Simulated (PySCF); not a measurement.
ReBr4, SMILES [Br][Re]([Br])([Br])[Br] (connectivity only; charge and spin as stated), neutral, multiplicity 4.

Geometry optimised at r2SCAN-D4/def2-SVP. The spin state was assumed, not searched. The def2 effective core potentials stand for the cores of Re; spin–orbit coupling is left out.

These are r2SCAN-D4/def2-SVP (PySCF) values and carry that method's errors.

Frequencies are harmonic and unscaled.

Modes within 1.5 cm⁻¹ of each other (mostly degenerate sets) share a row, with their intensities summed.

Computed normal modes with their intensities:
```json
[
 {"mode": "1–2", "ν (cm⁻¹)": "33", "IR (km/mol)": "0.2", "moving atoms (share of kinetic energy)": "Br 72 %, Re 28 %"},
 {"mode": "3", "ν (cm⁻¹)": "39", "IR (km/mol)": "0.0", "moving atoms (share of kinetic energy)": "Br 100 %"},
 {"mode": "4", "ν (cm⁻¹)": "86", "IR (km/mol)": "0.0", "moving atoms (share of kinetic energy)": "Br 100 %"},
 {"mode": "5", "ν (cm⁻¹)": "102", "IR (km/mol)": "0.0", "moving atoms (share of kinetic energy)": "Br 83 %, Re 17 %"},
 {"mode": "6", "ν (cm⁻¹)": "239", "IR (km/mol)": "0.0", "moving atoms (share of kinetic energy)": "Br 100 %"},
 {"mode": "7–8", "ν (cm⁻¹)": "258", "IR (km/mol)": "52.7", "moving atoms (share of kinetic energy)": "Br 65 %, Re 35 %"},
 {"mode": "9", "ν (cm⁻¹)": "287", "IR (km/mol)": "39.2", "moving atoms (share of kinetic energy)": "Br 54 %, Re 46 %"}
]
```
